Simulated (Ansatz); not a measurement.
The cluster Li₃Al⁻. Charge -1, multiplicity 4. Geometry r2SCAN-D4/def2-TZVPD; atoms count from 1.

```xyz
4

Li   -0.9512   -1.3143    0.6687
Li    0.2125    1.2698    1.1925
Li    1.5543   -0.5938   -0.5548
Al   -0.8156    0.6383   -1.3064
```

The highest occupied level of the charge -1 quartet lies above zero (up to 0.29 eV). It is a level of α spin, whose loss leaves a triplet; that state wasn't run at this geometry and level. The electron is either unbound and held by the finite basis, or the level is raised by self-interaction error. At PBE0-D4/def2-TZVPD a doublet of charge -1 lies 0.17 eV below the quartet, each at its own geometry. That doublet is doubtful there (⟨S²⟩ 1.11, where a pure state has 0.75). The structure comes from a short search, and lower isomers may exist.

Estimate the Mulliken populations from the PBE0/def2-TZVPD orbitals of Ansatz.


| atom | charge (e) | spin (α − β) |
| --- | --- | --- |
| Li1 | 0.08 | 0.33 |
| Li2 | 0.08 | 0.34 |
| Li3 | 0.08 | 0.34 |
| Al4 | -1.23 | 1.99 |
Mulliken values and Mayer orders depend strongly on the basis. With diffuse functions, as here, like atoms can get unlike values, and bond orders can come out too low or too high.

Where does the spin sit?

Summed by element: Li 1.01, Al 1.99, of 3 unpaired in all. Largest on single atoms: Al4 1.99, Li2 0.34, Li3 0.34.

And the Mayer bond orders between bonded heavy atoms (over 0.3)?

Li1–Li2 0.41 (2.88 Å); Li1–Li3 0.41 (2.88 Å); Li1–Al4 0.57 (2.78 Å); Li2–Li3 0.41 (2.89 Å); Li2–Al4 0.57 (2.77 Å); Li3–Al4 0.57 (2.77 Å).
